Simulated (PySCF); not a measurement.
A structure optimised at PBE0-D3(BJ)/def2-SVP, used in a PySCF frequency run:

```
As
C 1 1.9658
H 2 1.1000 1 109.44
H 2 1.1000 3 108.09 1 -119.11
H 2 1.1008 3 109.11 4 -118.53
C 1 1.9658 2 97.00 3 71.87
H 6 1.1000 1 109.44 2 169.86
H 6 1.1000 7 108.09 1 -119.11
H 6 1.1008 7 109.11 8 -118.53
C 1 1.9658 2 97.00 3 169.86
H 10 1.1000 1 109.44 2 -169.86
H 10 1.1000 11 108.09 1 119.11
H 10 1.1008 11 109.11 12 118.53
```
Charge 0, spin multiplicity 1.

### Question
Write its SMILES, formula and point group.

### Answer
C[As](C)C, C₃H₉As, C3v

### Question
What are its rotational constants (standard atomic weights)?

### Answer
4.7118, 4.7118, 3.4232 GHz
